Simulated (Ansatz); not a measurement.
# Match the barriers

Saddle point of SiH4Cl3OF, singlet (SiHCl₂F ([F][SiH]([Cl])[Cl]) + HCl + H₂O → SiCl₃F ([F][Si]([Cl])([Cl])[Cl]) + H₂O + H₂; bonds formed: Si1–Cl3, H2–H8, O9–H10; bonds broken: Si1–H2, Cl3–H10, H8–O9), PBE0-D4/def2-TZVP structure:

```
10
angstrom
Si -0.4573 -0.7741 0.7107
H 0.2524 -0.8692 -0.6826
Cl -1.6862 0.8115 -0.3940
Cl -1.9251 -0.8103 2.1749
Cl 0.0200 -2.7975 0.8599
H 1.4518 1.5755 -0.5952
F 0.6839 0.1485 1.3766
H 0.8150 0.1444 -1.0472
O 0.9219 1.1795 -1.3056
H -0.0765 1.3920 -1.0973
```

Computed with Ansatz 0.2.0 (basis: def2-TZVPP, with def2-QZVPP for the basis limit); correlated methods freeze the cores. Extrapolation: Hartree–Fock as exp(−7.88 √X), correlation as X^−2.97. Four methods, as single points on the PBE0-D4 structures, gave these electronic barriers from the start structure: 1.351, 1.486, 1.574, 2.420 eV.

The methods were, in alphabetical order, BLYP-D4, HF, MP2, PBE0-D4. Which gave which? (Judge from chemistry; the calculation decides.)

The calculation gives: PBE0-D4 1.351; BLYP-D4 1.486; MP2 1.574; HF 2.420 eV. For comparison, CCSD(T) at an estimated basis limit (MP2 extrapolated from triple and quadruple zeta, plus CCSD(T) − MP2 in triple zeta) gives 1.592 eV.

T1 diagnostic: at most 0.011.

Labels in which every atom is bracketed show which atoms are joined, not bond orders.

For scale, one of the runs: CCSD(T)/def2-TZVPP, 286 basis functions, launched by `ansatz run in.yaml --threads 8 --pin off --events-out ev --progress --plain --max-ram 19148MiB`. The run took 4 min on 8 CPU threads of an Arm Neoverse V2 (shared host), with 8.3 GiB of host memory at its peak.
